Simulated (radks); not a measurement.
Question: The gadolinium ion Gd+, configuration [Xe] 4f7 5d1 6s1. Calculated with a radial shooting solver on a logarithmic mesh with Libxc functionals: scalar-relativistic Kohn-Sham, r2SCAN, spin-polarised, spherical densities, finite nucleus; open shells are filled with parallel spins first (spin-orbit coupling, left out, can overturn this in heavy ions); meta-GGA in the generalised Kohn-Sham scheme; Fermi nuclear charge, rms radius 5.1569 fm. Some entries of the table are withheld. Estimate them.

| orbital | occ. | eigenvalue (eV) | <r> (bohr) | <r^2> (bohr^2) |
|---|---|---|---|---|
| 1s up | 1 | -50176.21 | 0.02191 | 0.0006551 |
| 1s down | 1 | -50176.20 | 0.02191 | 0.0006551 |
| 2s up | 1 | -8310.655 | 0.09326 | 0.01027 |
| 2s down | 1 | -8310.617 | 0.09326 | 0.01027 |
| 2p up | 3 | -7392.950 | 0.08238 | 0.008285 |
| 2p down | 3 | -7392.907 | 0.08237 | 0.008285 |
| 3s up | 1 | -1855.871 | 0.2441 | 0.06811 |
| 3s down | 1 | -1852.524 | 0.2439 | 0.06796 |
| 3p up | 3 | -1570.071 | 0.2429 | 0.06838 |
| 3p down | 3 | -1566.715 | 0.2425 | 0.06819 |
| 3d up | 5 | -1192.394 | 0.2214 | 0.05760 |
| 3d down | 5 | -1189.764 | 0.2210 | 0.05737 |
| 4s up | 1 | -385.3753 | 0.5532 | 0.3452 |
| 4s down | 1 | -377.3569 | 0.5532 | 0.3452 |
| 4p up | 3 | -290.7150 | 0.5854 | 0.3895 |
| 4p down | 3 | -282.6679 | 0.5854 | 0.3896 |
| 4d up | 5 | -159.2466 | 0.6362 | 0.4693 |
| 4d down | 5 | -151.1329 | 0.6374 | 0.4716 |
| 5s up | 1 | -58.8239 | 1.327 | 1.979 |
| 5s down | 1 | -54.6586 | 1.359 | 2.076 |
| 5p up | 3 | -35.4943 | 1.546 | 2.716 |
| 5p down | 3 | -32.2701 | 1.580 | 2.828 |
| 4f up | 7 | -17.2087 | 0.8489 | 0.9375 |
| 6s up | 1 | -10.0001 | (1) | 14.51 |
| 4f down | 0 | -9.7637 | 0.9036 | 1.101 |
| 5d up | 1 | -8.9606 | 2.514 | 7.526 |

Answer: 
(1) 6s up <r> (bohr): 3.601
